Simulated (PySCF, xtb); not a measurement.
Ge(H)2(F)(OMe) (CH₅FGeO), SMILES C[O][GeH2][F]. The values are those of a single conformer.

Harmonic wavenumbers (cm⁻¹) from GFN2-xTB (xtb 6.7.1) at its own minimum, in rising order: 75, 96, 160, 250, 470, 493, 513, 567, 661, 728, 1054, 1126, 1136, 1409, 1475, 1477, 1929, 2073, 2953, 2961, 2986.

Task: What does PBE-D3(BJ)/def2-SVP (PySCF) give at its own minimum? (An estimate is asked for; the answer gives what the named calculation found.)

Result: 77, 108, 202, 264, 563, 628, 657, 683, 784, 808, 1087, 1131, 1155, 1414, 1418, 1427, 2080, 2145, 2910, 2988, 3038. Paired by order, the mean absolute difference is 61 cm⁻¹ and the zero-point energies are 35.2 and 36.6 kcal/mol.
